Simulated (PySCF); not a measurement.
**Chlorine: a sound run and one with changed settings**

Sound run: Cl+ [Ne] 3s2 3p4, Cl(2+) [Ne] 3s2 3p3. Calculation: PySCF 2.14, in cc-pVTZ-DK (5s4p2d1f, 34 functions); scalar relativity by spin-free X2C-1e. In the sound run the correlated levels freeze [Ne]. The sound run starts from symmetry-adapted Hartree-Fock orbitals and uses a fine grid where one is needed.

Changed run: the non-relativistic Hamiltonian (point nucleus). This setting is unsound on purpose.

```csv
species,method,sound run (hartree),changed run (hartree),converged
Cl+,UHF,-460.46221,-458.65428,yes
Cl+,TPSS,-461.11865,-459.31219,yes
Cl+,LDA,-459.57431,-457.76917,yes
Cl+,MP2,-460.58581,-458.77785,yes
Cl+,CCSD(T),-460.61416,-458.80632,yes
Cl(2+),UHF,-459.63280,-457.82405,yes
Cl(2+),TPSS,-460.24065,-458.43328,yes
Cl(2+),LDA,-458.69417,-456.88811,yes
Cl(2+),MP2,-459.72830,-457.91959,yes
Cl(2+),CCSD(T),-459.75162,-457.94305,yes
```

Ionisation energy of Cl+:

| method | sound run (eV) | changed run (eV) |
| --- | --- | --- |
| UHF | 22.569 | 22.592 |
| TPSS | 23.892 | 23.916 |
| LDA | 23.950 | 23.975 |
| MP2 | 23.334 | 23.354 |
| SCS-MP2 | 23.416 | 23.436 |
| CCSD | 23.443 | 23.463 |
| CCSD(T) | 23.471 | 23.491 |

Most of the change in total energy is the relativistic energy itself. On top of that the contraction fixes the core shape for the Hamiltonian it was made with, so the changed run is not a good calculation with the other Hamiltonian either.

For comparison, NIST gives 23.814 eV between the lowest levels.
